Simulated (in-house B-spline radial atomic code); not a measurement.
Checks on a self-consistent run for Lu IX (Lu8+), 1s1 2s2 2p6 3s2 3p6 (3d3/2)4 (3d5/2)5 4s2 4p6 4d10 4f13 5s2 5p4. All numbers are computed (Dirac-Hartree-Fock, average of the jj configuration; Fermi nucleus of rms radius 5.37 fm) with an all-electron radial atomic-structure program (B-spline basis), not measured.

```tsv
orbital	q	ε (Eh)	<1/r>	<r²>	small-component weight
1s1/2	1	-2391.23693	82.4388	0.00051063	0.071521
2s1/2	2	-420.92478	20.244	0.00768387	0.016521
2p1/2	2	-404.65901	20.1505	0.00547598	0.016473
2p3/2	4	-361.30973	17.1863	0.00665766	0.015014
3s1/2	2	-102.80356	7.47397	0.0496273	0.0054635
3p1/2	2	-94.97326	7.38702	0.0453794	0.0053939
3p3/2	4	-85.28846	6.61781	0.051821	0.0049724
3d3/2	4	-71.41767	6.51108	0.0401671	0.0048571
3d5/2	5	-69.27342	6.29686	0.0426654	0.0046984
4s1/2	2	-25.82324	3.12759	0.24544	0.0017717
4p1/2	2	-22.38806	3.02329	0.252611	0.0016865
4p3/2	4	-20.14020	2.77002	0.285438	0.001541
4d3/2	4	-14.23994	2.56886	0.308937	0.0013645
4d5/2	6	-13.78257	2.52611	0.321801	0.0013531
4f5/2	5.5714	-6.29970	2.11664	0.414441	0.00098456
4f7/2	7.4286	-6.18921	2.08234	0.428086	0.00095883
5s1/2	2	-7.22229	1.2538	1.27219	0.0004214
5p1/2	1.3333	-6.08590	1.16598	1.44746	0.00037505
5p3/2	2.6667	-5.69605	1.08682	1.61752	0.00034063
```

Electron-electron repulsion V_ee = 4864.0032 hartree.

(1) What total energy follows from the eigenvalues?

(2) Does the Dirac virial theorem hold?

(3) What diamagnetic shielding (Lamb formula) and susceptibility (Langevin formula) do the radii give?

Results:

(1) The eigenvalues count the repulsion twice, so E = Σqε - V_ee = -7291.851 - 4864.003 = -12155.854 hartree; the run printed -12155.854.

(2) For a point nucleus E = -2c²Σq·w, with w the small-component weight. Here Σq·w = 0.32361 and c = 137.0360, so the ratio E/(-2c²Σq·w) is 1.000155; the finite nucleus accounts for the departure from 1.

(3) σ = (α²/3)Σq<1/r> = 428.731/(3·137.036²) = 7610.2 ppm, and χ = -0.79199×10⁻⁶·Σq<r²> = -16.16×10⁻⁶ cm³/mol with Σq<r²> = 20.406 bohr². Both are non-relativistic formulas without the paramagnetism of open shells; for so heavy an element the full relativistic shielding is larger by tens of per cent.
